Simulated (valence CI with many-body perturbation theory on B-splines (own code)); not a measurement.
E1 line list for Ni¹⁴⁺

Method: configuration interaction combined with many-body perturbation theory (CI+MBPT): four valence electrons over a frozen Dirac-Fock core [Ne], radial functions for each j: 11 s, 11 p, 9 d, 7 f, 5 g, 2 h, 1 i, with the one-electron correlation potential Σ1, the two-electron term Σ2, the three-electron term Σ3, Breit, model QED; selected CI, second order for the rest (own B-spline code, finite nucleus).

No measured levels were compared; by estimate levels of excited configurations hold to 0.05 to 0.15 % of their energy, terms of the ground configuration to about 0.5 %.

Lines 1 to 50 of 218 in falling wavelength, among levels below 942230 cm⁻¹, chosen from the strongest by gf and those to the six lowest levels. Wavelengths and rates use the calculated energies, so an error of 200 cm⁻¹ moves a line at 52.19 nm by 0.1 % and its rate by three times that or more. Electric multipoles are in the length gauge, E1 and E2 with the static RPA response of the core. Weak lines are less certain than strong ones. Lines between different terms over intervals too small for the method are left out, as are lines whose strength nearly cancels. The highest levels of a list are the least certain.

Names give the largest LS component (configuration and term), which can be under half, so a name can repeat, a term be missing and a line seem to break the LS rules; names also repeat where a configuration has a term twice. Letters in brackets count levels of one name in rising energy.

| λ vac (nm) | Upper | Lower | A (s⁻¹) | log gf | Branch % |
| --- | --- | --- | --- | --- | --- |
| 52.19 | 3s3p³ ⁵S°_2 | 3s²3p² ¹D_2 | 7.89e+05 | -3.79 | 2.4 |
| 46.43 | 3s3p²3d ³F_4 [a] | 3s²3p3d ³D°_3 | 1.37e+08 | -1.40 | 22.2 |
| 46.11 | 3p⁴ ³P_2 | 3s3p³ ³S°_1 | 6.29e+08 | -1.00 | 6.0 |
| 45.85 | 3p⁴ ¹D_2 | 3s3p³ ¹P°_1 | 4.82e+08 | -1.12 | 6.6 |
| 44.75 | 3s3p³ ³D°_1 | 3s²3p² ¹S_0 | 5.16e+06 | -3.33 | 0.2 |
| 44.02 | 3s3p³ ⁵S°_2 | 3s²3p² ³P_2 | 1.82e+07 | -2.58 | 56.5 |
| 42.32 | 3p⁴ ³P_1 | 3s3p³ ³S°_1 | 7.68e+08 | -1.21 | 7.1 |
| 41.73 | 3s3p³ ⁵S°_2 | 3s²3p² ³P_1 | 1.32e+07 | -2.76 | 41.1 |
| 40.87 | 3s3p²3d ¹G_4 | 3s²3p3d ¹F°_3 | 4.09e+08 | -1.03 | 9.8 |
| 36.70 | 3s3p³ ³D°_1 | 3s²3p² ¹D_2 | 5.84e+07 | -2.45 | 2.5 |
| 36.66 | 3s3p³ ³D°_2 | 3s²3p² ¹D_2 | 1.78e+07 | -2.75 | 0.9 |
| 36.54 | 3s3p³ ³P°_1 | 3s²3p² ¹S_0 | 4.40e+07 | -2.58 | 0.8 |
| 35.99 | 3s3p³ ³D°_3 | 3s²3p² ¹D_2 | 2.03e+08 | -1.56 | 11.5 |
| 35.44 | 3s3p²3d ³F_4 [a] | 3s²3p3d ³F°_4 | 3.89e+08 | -1.18 | 63.2 |
| 34.86 | 3s3p²3d ³F_3 [a] | 3s²3p3d ³F°_3 | 5.29e+08 | -1.17 | 41.6 |
| 34.71 | 3s3p²3d ³D_2 [a] | 3s²3p3d ³D°_2 | 4.66e+08 | -1.38 | 1.1 |
| 34.52 | 3s3p²3d ³D_3 [a] | 3s²3p3d ³D°_2 | 2.86e+08 | -1.45 | 0.6 |
| 34.49 | 3s3p²3d ³F_2 [a] | 3s²3p3d ³F°_2 | 6.53e+08 | -1.23 | 60.6 |
| 34.37 | 3s3p²3d ³D_3 [a] | 3s²3p3d ³D°_3 | 6.84e+08 | -1.07 | 1.5 |
| 32.98 | 3p⁴ ¹S_0 | 3s3p³ ¹P°_1 | 7.67e+09 | -0.90 | 64.8 |
| 32.80 | 3p⁴ ¹D_2 | 3s3p³ ¹D°_2 | 5.16e+09 | -0.38 | 71.0 |
| 32.47 | 3s3p³ ³D°_1 | 3s²3p² ³P_2 | 2.33e+07 | -2.96 | 1.0 |
| 32.44 | 3s3p³ ³D°_2 | 3s²3p² ³P_2 | 1.96e+07 | -2.81 | 0.9 |
| 32.40 | 3p⁴ ³P_2 | 3s3p³ ³P°_2 | 8.25e+08 | -1.19 | 7.9 |
| 31.91 | 3s3p³ ³D°_3 | 3s²3p² ³P_2 | 1.56e+09 | -0.78 | 88.5 |
| 31.88 | 3s3p²3d ¹F_3 | 3s²3p3d ¹D°_2 | 1.03e+09 | -0.96 | 3.4 |
| 31.20 | 3s3p³ ³D°_1 | 3s²3p² ³P_1 | 3.37e+08 | -1.83 | 14.2 |
| 31.17 | 3s3p³ ³D°_2 | 3s²3p² ³P_1 | 2.05e+09 | -0.83 | 98.2 |
| 30.99 | 3s3p³ ³P°_1 | 3s²3p² ¹D_2 | 8.24e+07 | -2.45 | 1.5 |
| 30.89 | 3s3p³ ³P°_2 | 3s²3p² ¹D_2 | 1.61e+07 | -2.94 | 0.3 |
| 30.49 | 3p⁴ ³P_1 | 3s3p³ ³P°_2 | 1.66e+09 | -1.16 | 15.3 |
| 30.23 | 3s3p²3d ³D_2 [b] | 3s²3p3d ³P°_1 [b] | 8.46e+08 | -1.24 | 2.1 |
| 30.13 | 3s3p²3d ³D_1 [b] | 3s²3p3d ³P°_0 | 9.22e+08 | -1.42 | 2.2 |
| 30.10 | 3s3p²3d ¹F_3 | 3s²3p3d ³P°_2 | 1.96e+09 | -0.73 | 6.5 |
| 30.10 | 3p⁴ ³P_0 | 3s3p³ ³P°_1 | 2.51e+09 | -1.47 | 21.8 |
| 29.90 | 3p⁴ ¹S_0 | 3s3p³ ³S°_1 | 3.43e+09 | -1.34 | 29.0 |
| 29.81 | 3s3p³ ³D°_1 | 3s²3p² ³P_0 | 1.95e+09 | -1.11 | 82.1 |
| 29.68 | 3s3p²3d ³D_3 [b] | 3s²3p3d ³D°_2 | 8.82e+08 | -1.09 | 2.8 |
| 29.40 | 3s3p²3d ¹P_1 | 3s²3p3d ¹D°_2 | 2.12e+09 | -1.08 | 4.0 |
| 29.24 | 3s3p²3d ³P_2 [b] | 3s²3p3d ³D°_3 | 1.11e+09 | -1.15 | 2.1 |
| 29.10 | 3s3p²3d ³D_1 [b] | 3s²3p3d ³P°_1 [a] | 1.16e+09 | -1.36 | 2.7 |
| 28.77 | 3s3p²3d ³D_2 [b] | 3s²3p3d ³P°_1 [a] | 5.40e+08 | -1.47 | 1.4 |
| 28.67 | 3s3p²3d ³D_3 [b] | 3s²3p3d ¹D°_2 | 1.58e+09 | -0.87 | 5.0 |
| 28.56 | 3s3p²3d ³F_3 [b] | 3s²3p3d ³P°_2 | 6.02e+08 | -1.29 | 1.0 |
| 28.54 | 3s3p²3d ³P_2 [a] | 3s3p³ ³S°_1 | 8.70e+08 | -1.27 | 1.8 |
| 28.42 | 3s3p²3d ³P_0 [b] | 3s²3p3d ³P°_1 [a] | 3.46e+09 | -1.38 | 6.5 |
| 28.40 | 3s3p²3d ³G_5 | 3s²3p3d ³F°_4 | 8.03e+09 | 0.03 | 100.0 |
| 28.21 | 3p⁴ ³P_2 | 3s3p³ ³D°_3 | 6.18e+09 | -0.43 | 59.2 |
| 28.06 | 3s3p²3d ³D_1 [c] | 3s²3p3d ³P°_1 [b] | 1.14e+09 | -1.39 | 2.1 |
| 27.96 | 3s3p²3d ³D_2 [b] | 3s²3p3d ³P°_2 | 9.01e+08 | -1.28 | 2.3 |

How does gf follow from A for the line at 36.70 nm?

gf = 1.4992 × (2J+1)_upper × A / σ², with σ = 272446 cm⁻¹ and 2J+1 = 3: gf = 0.00354.
